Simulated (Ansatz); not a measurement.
One change: `[CH3][SnH2][SiH2]S` becomes `[CH3][SnH2][SiH2]O`.

Ansatz, PBE0-D4/def2-TZVP geometries, multiplicity 1. Each molecule was computed in one conformer, which needn't be the lowest.

Elements past krypton have def2 core potentials.

```csv
property,`[CH3][SnH2][SiH2]S`
HOMO–LUMO gap (B3LYP/def2-TZVPP) / eV,6.34
LUMO energy (PBE0/def2-TZVPP) / eV,-0.35
HOMO–LUMO gap (PBE/def2-TZVPP) / eV,4.83
HOMO–LUMO gap (ωB97M-V/def2-TZVPP) / eV,10.36
LUMO energy (PBE/def2-TZVPP) / eV,-1.15
size of the dipole moment (ωB97M-V/def2-TZVPP) / D,0.94
```

**Question.** What does the change do to each property? (Best estimate.)

**Answer.** The calculation gave: 
```tsv
property	`[CH3][SnH2][SiH2]O`	shift
HOMO–LUMO gap (B3LYP/def2-TZVPP) / eV	6.45	0.11
LUMO energy (PBE0/def2-TZVPP) / eV	-0.46	-0.11
HOMO–LUMO gap (PBE/def2-TZVPP) / eV	4.92	0.09
HOMO–LUMO gap (ωB97M-V/def2-TZVPP) / eV	10.48	0.12
LUMO energy (PBE/def2-TZVPP) / eV	-1.27	-0.12
size of the dipole moment (ωB97M-V/def2-TZVPP) / D	0.85	-0.09
```

With PBE0 the HOMO falls by 0.23 eV and the LUMO falls by 0.11 eV, so the gap widens by about 0.12 eV. PBE moves the HOMO by -0.21 eV and ωB97M-V by -0.21 eV. Dipoles are sizes alone; their direction can turn.

B3LYP here is the variant with VWN-RPA as its local correlation; programs differ in this.
